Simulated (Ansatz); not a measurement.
Gas-phase electronic energies from Ansatz, PBE0-D4/def2-TZVP geometries. CCSD(T)/CBS is the MP2 limit (def2-TZVPP, def2-QZVPP) plus CCSD(T) − MP2 in def2-TZVPP, frozen cores. DFT in def2-TZVPP. Elements past krypton have def2 core potentials. For Br, I, K outer-core shells are correlated without core-valence functions, which leaves a few kJ/mol of doubt a bond. Scalar relativity is left out up to krypton.

`[K][Br]` + HI → `[K][I]` + HBr  (ligand exchange at a K–Br bond)

Question: Is it downhill or uphill in electronic energy at CCSD(T)/CBS, and by how much? (An estimate is asked.)

Answer: Ansatz gave: Downhill: ΔE = -12.3 kJ/mol.

Question: What do these levels give: LDA (SPW92), B2PLYP, MP2/def2-SVP, CCSD/def2-SVP, MP2/def2-TZVPP, MP2/def2-QZVPP? (Estimate.)

Answer: The calculation gave: LDA (SPW92) -10.9, B2PLYP -10.8, MP2/def2-SVP -21.3, CCSD/def2-SVP -19.5, MP2/def2-TZVPP -15.1, MP2/def2-QZVPP -15.5 kJ/mol.

Largest T1 diagnostic among the species: 0.007.

From BLYP to BHLYP (50 % exact exchange), in def2-TZVPP and without D4, ΔE moves by −4.2 kJ/mol. Leaving LDA and LC-ωPBE aside and taking each functional with its dispersion term where it has one, the values, not all of them listed here, spread over 9.0 kJ/mol, from PBE-QIDH to B97M-V.
